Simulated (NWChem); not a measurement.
MgHOBr; SMILES [OH][Mg][Br]

```xyz
4

Mg     0.0002    -1.1680     0.0000
Br     0.0000     1.1785     0.0000
O     -0.0005    -2.9202     0.0000
H      0.0029    -3.8710     0.0000
```
Atoms are numbered in this order, from 1.

Program: NWChem. Medium grid unless said otherwise, to which SCAN and Minnesota functionals are sensitive. All runs use the structure optimised with PBE0/def2-SVP. Hybrids' shares of exact exchange are those that their runs print; pure functionals count as 0. The functionals differ in more than this share.

```
row                     share of exact exchange  highest occupied level (eV)
----------------------  -----------------------  ---------------------------
PBE/def2-TZVP                              0.00                        -6.67
HCTH/407/def2-TZVP                         0.00                        -6.81
B3LYP/def2-TZVP                            0.20                        -7.91
PBE0/def2-TZVP                             0.25                        -8.18
BHandHLYP/def2-TZVP                        0.50                        -9.28
M05-2X/def2-TZVP                           0.56                        -9.59
Hartree-Fock/def2-TZVP                     1.00                     withheld
```

Task: Fit a straight line of the last column on the one before it, predict the withheld value, and compare with the run.

Result: 
1. Means of the 6 shown rows: x = 0.252, y = -8.073. Slope Σ(x − x̄)(y − ȳ)/Σ(x − x̄)² = -1.447/0.2861 = -5.057; intercept -6.801.
2. The shown rows scatter about the line by 0.086 (root mean square); the largest residual is +0.13, at PBE/def2-TZVP.
3. At x = 1.00 (Hartree-Fock/def2-TZVP; beyond the shown range) the line gives -11.86.
4. The run gives -11.04, +0.82 from the line, 9.6 times the scatter.
